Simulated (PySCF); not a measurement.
Species: CH8N2SSi2.
Geometry (PBE0-D3(BJ)/def2-SVP, Å), atoms numbered from 1 in this order:
```xyz
14
CH8N2SSi2 angstrom
C      1.7725    0.0641    0.3101
S      1.2681   -0.0466    2.0589
Si    -0.8267   -0.2999    1.7767
N     -1.3092   -1.5558    0.6638
Si    -2.1022   -0.4463   -0.4261
N     -1.5979    0.8139    0.6737
H      1.5976   -0.8887   -0.2074
H      1.2179    0.8641   -0.1990
H      2.8452    0.2960    0.2943
H     -1.3574   -0.3652    3.1684
H     -1.0819   -2.5374    0.6143
H     -3.5815   -0.6163   -0.5742
H     -1.5236   -0.3777   -1.8060
H     -1.8287    1.7927    0.7574
```

Computed at PBE0/pcSseg-1 (PySCF, non-relativistic), with Q(33S) = −0.0678 b, Q(14N) = 0.02044 b: S2, 33S (I = 3/2): χzz = -33.07 MHz, η = 0.940; N4, 14N (I = 1): χzz = -3.677 MHz, η = 0.381.

(1) Find the zero-field quadrupole resonance frequencies of 33S at S2.

(2) Where would the pure quadrupole (NQR) lines of 14N at N4 fall for the rigid, isolated species?

## Answers

(1) From ν = (|χ|/2)√(1 + η²/3): ν = 18.81 MHz (sulfur bonded to C and Si).

(2) From ν± = (3/4)|χ|(1 ± η/3) and ν0 = |χ|η/2: ν+ 3.108 MHz, ν− 2.407 MHz, ν0 0.701 MHz (nitrogen bridging silicon atoms).

In a crystal, neighbours and librations shift these lines. With so small a basis the couplings can be 20 % off.

One conformer stands for the species.
